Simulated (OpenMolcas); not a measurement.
An OpenMolcas run meant for Pb III (ANO-RCC-VTZP, DKH2; inactive shells 1s 2s 2p 3s 3p 3d 4s 4p 4d 4f 5s 5p 5d; intended active space 2 electrons in 9 orbitals (RAS2 6s 6p; RAS3 6d, at most 2 electrons)). One step of its input:

```
&CASPT2
Multistate=1 1
Frozen=15 19
IPEA=0.25
Imaginary=1.5
MaxIter=60
WThr=0.0 0.3 0.05
PrWF=0.5
NoMix
```

The run finished. Its levels beside those of a sound run (SS-RASPT2, IPEA 0.25 Eh, imaginary shift 0.1 Eh (closed shells correlated: 5d)), in cm-1 above each run's lowest level:

| Level | This run | Usual run |
| --- | --- | --- |
| 6s2 1S0 | 0.0 | 0.0 |
| 6s 6p 3P* 0 | 62496 | 62545 |
| 6s 6p 3P* 1 | 66114 | 66114 |
| 6s 6p 3P* 2 | 77741 | 77789 |
| 6s 6p 1P* 1 | 94019 | 93229 |

**Question.** Which setting is unsound, and how much does it matter here?

**Answer.** The level shift is far above the usual 0.1 to 0.3 hartree and damps the second-order energy. Against the sound run the excited levels shown move by 220 cm-1 on average and by 790 cm-1 at most.

Some high roots are left out of the spin-orbit mixing, which shifts the levels that they would mix with. Active for correlation alone: 6d; no level in the range computed is led by a configuration that fills it, so any true level of that kind is missing. Spin-orbit splittings of 6p shells tend to come out small when the coupling is added on scalar orbitals. Only configurations of the active space appear.

* marks odd parity.
